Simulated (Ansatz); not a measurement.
Program: Ansatz. Geometries: PBE0-D4/def2-TZVP. ΔE: electronic, gas phase. CBS: MP2 limit from def2 TZ/QZ plus the TZ coupled-cluster correction, frozen cores. Functionals use def2-TZVPP. HSE06 is defined as in plane-wave codes. For Ge outer-core shells are correlated without core-valence functions, which leaves a few kJ/mol of doubt a bond. Scalar relativity is left out up to krypton.

Reaction (germylene loss): `[CH3][GeH2][GeH3]` → `[CH3][GeH3]` + `[GeH2]`

`[CH3][GeH2][GeH3]`:

Z-matrix (Å, degrees):
```
C
Ge 1 1.958
H 1 1.091 2 110.2
H 1 1.090 2 110.2 3 120.0
H 1 1.091 2 110.2 3 -120.0
Ge 2 2.424 1 110.9 3 -59.9
H 2 1.542 1 109.8 3 60.9
H 2 1.542 1 109.8 3 179.2
H 6 1.539 2 110.4 1 -59.8
H 6 1.539 2 110.4 1 59.5
H 6 1.538 2 111.4 1 179.9
```

`[CH3][GeH3]`:

Z-matrix (Å, degrees):
```
C
Ge 1 1.953
H 1 1.091 2 110.3
H 1 1.090 2 110.3 3 120.0
H 1 1.090 2 110.3 3 -120.0
H 2 1.539 1 110.4 3 -59.8
H 2 1.539 1 110.4 3 60.2
H 2 1.539 1 110.4 3 -179.8
```

`[GeH2]`:

```xyz
3

Ge    0.586    0.255    0.387
H    -0.676   -0.655    0.734
H     0.090    0.400   -1.121
```

CCSD(T)/CBS gives +2.09 eV.

**Question.** Another level gave +2.19 eV. Which?
A. BLYP/def2-TZVPP
B. CCSD/def2-TZVPP
C. HSE06-D4/def2-TZVPP
D. RPA@PBE/def2-TZVPP

**Answer.** C. HSE06-D4 2.19, RPA@PBE/def2-TZVPP 1.95, BLYP 1.67, CCSD/def2-TZVPP 2.07 eV.

Largest T1 diagnostic among the species: 0.012.

In def2-TZVPP, CCSD(T) changes the Hartree–Fock value by +0.40 eV (the triples alone add +0.05 eV) and MP2 by +0.57 eV. Leaving LDA and LC-ωPBE aside and taking each functional with its dispersion term where it has one, the values, not all of them listed here, spread over 0.46 eV, from BLYP-D4 to PBE-QIDH. LDA lies +0.42 eV from PBE without D4.
